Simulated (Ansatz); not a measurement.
`C[S][Mg][SH]` + `[SeH][SnH3]` → `C[S][MgH]` + `[SH][SnH2][SeH]`  (redistribution)

Calculated with Ansatz (gas phase, PBE0-D4/def2-TZVP geometries, no zero-point term in ΔE). CCSD(T)/CBS is the MP2 limit (def2-TZVPP, def2-QZVPP) plus CCSD(T) − MP2 in def2-TZVPP, frozen cores. DFT in def2-TZVPP. Elements past krypton have def2 core potentials. For Mg, Se, Sn outer-core shells are correlated without core-valence functions, which leaves a few kJ/mol of doubt a bond. Scalar relativity is left out up to krypton. Each species was taken in one conformer, which may not be the lowest.

`C[S][Mg][SH]`:

Cartesian coordinates in Å:
```
C -1.190 0.077 1.325
S 0.400 -0.823 1.274
Mg 1.097 -0.550 -0.881
S 1.773 -0.289 -3.051
H -1.927 -0.362 0.655
H -1.566 -0.004 2.345
H -1.068 1.135 1.092
H 2.480 0.817 -2.759
```

`[SeH][SnH3]`:

Cartesian coordinates in Å:
```
Se -1.146 -1.208 -1.030
Sn 0.081 0.467 0.420
H 0.108 -1.734 -1.585
H -1.143 1.307 1.252
H 0.991 1.522 -0.563
H 1.109 -0.354 1.505
```

`C[S][MgH]`:

```xyz
7

C     0.273   -0.436    1.081
S    -0.625    1.044    0.496
Mg   -0.536    0.863   -1.788
H     1.312   -0.438    0.754
H    -0.212   -1.359    0.764
H     0.262   -0.405    2.171
H    -0.473    0.731   -3.478
```

`[SH][SnH2][SeH]`:

```xyz
7

S    -2.010   -0.374   -0.955
Sn   -0.195   -0.255    0.612
Se    1.240    1.782    0.167
H    -1.196   -0.372   -2.023
H    -0.947   -0.099    2.130
H     0.806   -1.628    0.477
H     2.302    0.946   -0.408
```

Question: Is it downhill or uphill in electronic energy at CCSD(T)/CBS, and by how much? (Estimate.)

Answer: The calculation gave: Uphill: ΔE = +0.72 eV.

Question: What do these levels give: B2PLYP, PBE, r2SCAN, HF/def2-TZVPP, MP2/def2-TZVPP, SCS-MP2/def2-TZVPP, CCSD/def2-TZVPP, CCSD(T)/def2-TZVPP, HF/def2-QZVPP, SCS-MP2/def2-QZVPP, HF/CBS(def2), MP2/CBS(def2)? (Estimate.)

Answer: The calculation gave: B2PLYP 0.74, PBE 0.69, r2SCAN 0.74, HF/def2-TZVPP 0.79, MP2/def2-TZVPP 0.73, SCS-MP2/def2-TZVPP 0.73, CCSD/def2-TZVPP 0.76, CCSD(T)/def2-TZVPP 0.74, HF/def2-QZVPP 0.79, SCS-MP2/def2-QZVPP 0.72, HF/CBS(def2) 0.79, MP2/CBS(def2) 0.72 eV.

Largest T1 diagnostic among the species: 0.011.

The D4 term adds −0.07 eV with B3LYP and −0.04 eV with PBE0; it sums over pairs of atoms, weighted by their polarisabilities, and B3LYP, whose exchange is more repulsive, gets the larger term. From PBE to PBE0 (25 % exact exchange), in def2-TZVPP and without D4, ΔE moves by +0.04 eV.

B3LYP here is the variant with VWN-RPA as its local correlation; programs differ in this.
